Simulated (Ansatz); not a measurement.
A barrier at the coupled-cluster level

Start structure (SiH$_{4}$SOF$_{2}$, singlet), relaxed at PBE0-D4/def2-TZVP:

```
atom    x (Å)    y (Å)    z (Å)
 Si1  -0.6255   0.4767   1.0118
  O2   0.5150  -0.6751   0.9595
  F3  -1.9933  -0.0508   0.4181
  F4  -0.9341   0.8560   2.5202
  H5  -0.1642   1.6513   0.2765
  H6   0.8452  -0.9382  -1.4784
  S7   0.3913  -0.3273  -2.5846
  H8   0.4669  -1.4147   1.5678
  H9   1.4988   0.4221  -2.6908
```

The step: SiH₂OF₂ ([OH][SiH]([F])[F]) + H₂S → SiH₂SF₂ ([F][SiH]([F])[SH]) + H₂O; bonds formed: Si1–S7, O2–H6; bonds broken: Si1–O2, H6–S7. Computed with Ansatz 0.2.0 (basis: def2-TZVPP and def2-QZVPP); correlated methods freeze the cores. Extrapolation: Hartree–Fock as exp(−7.88 √X), correlation as X^−2.97. Energies below are by CCSD(T) at an estimated basis limit (MP2 extrapolated from triple and quadruple zeta, plus CCSD(T) − MP2 in triple zeta).

(1) What are the electronic barrier and the energy of the step, from the start structure to the end structure? (To be estimated.)

No T1 diagnostic of these runs exceeds 0.012.

Results:

(1) By the calculation: Barrier 1.489 eV; step energy 0.518 eV (uphill); reverse barrier, their difference, 0.971 eV. Barrier and step energy count from the start structure, the reverse barrier from the end structure.

The saddle point: One imaginary mode of 632i cm⁻¹.
```json
{"pair": "Si1–S7", "start (Å)": "3.82", "saddle (Å)": "2.46", "end (Å)": "2.10"}
{"pair": "O2–H6", "start (Å)": "2.47", "saddle (Å)": "1.11", "end (Å)": "0.96"}
{"pair": "Si1–O2", "start (Å)": "1.62", "saddle (Å)": "1.78", "end (Å)": "2.89"}
{"pair": "H6–S7", "start (Å)": "1.34", "saddle (Å)": "1.76", "end (Å)": "3.54"}
```

Zero-point energy (harmonic, PBE0-D4): ZPE is 1.241 eV at the start and 1.252 eV at the saddle, so the barrier goes from 1.489 to 1.500 eV.

Labels in which every atom is bracketed show which atoms are joined, not bond orders.

For scale, one of the runs: CCSD(T)/def2-TZVPP, 233 basis functions, launched by `ansatz run in.yaml --threads 4 --pin off --events-out ev --progress --plain --max-ram 9574MiB`. The run took 2.3 min on 4 CPU threads of an Arm Neoverse V1 (shared host), with 4.2 GiB of host memory at its peak.
